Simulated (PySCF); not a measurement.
GeHCl3, SMILES [Cl][GeH]([Cl])[Cl].

Coordinates come from a r2SCAN-D4/def2-SVP optimisation. The isomer is the one that the SMILES or the coordinates give; other isomers of the formula were not compared.

These are HF/def2-TZVP run with PySCF values and carry that method's errors.

Symmetry labels are those of the subgroup Cs that the program uses (full group C3v).

List the valence orbital energies around the gap with their symmetry. (The exact figures need the calculation; the answer reports its results.)


```json
[
 {"orbital": "HOMO−7", "symmetry": "A'", "energy (eV)": "-15.24"},
 {"orbital": "HOMO−6", "symmetry": "A\"", "energy (eV)": "-15.24"},
 {"orbital": "HOMO−5", "symmetry": "A'", "energy (eV)": "-13.52"},
 {"orbital": "HOMO−4", "symmetry": "A\"", "energy (eV)": "-13.52"},
 {"orbital": "HOMO−3", "symmetry": "A'", "energy (eV)": "-12.98"},
 {"orbital": "HOMO−2", "symmetry": "A\"", "energy (eV)": "-12.98"},
 {"orbital": "HOMO−1", "symmetry": "A'", "energy (eV)": "-12.85"},
 {"orbital": "HOMO", "symmetry": "A\"", "energy (eV)": "-12.76"},
 {"orbital": "LUMO", "symmetry": "A'", "energy (eV)": "2.37"},
 {"orbital": "LUMO+1", "symmetry": "A'", "energy (eV)": "3.41"},
 {"orbital": "LUMO+2", "symmetry": "A\"", "energy (eV)": "3.41"},
 {"orbital": "LUMO+3", "symmetry": "A'", "energy (eV)": "4.56"}
]
```
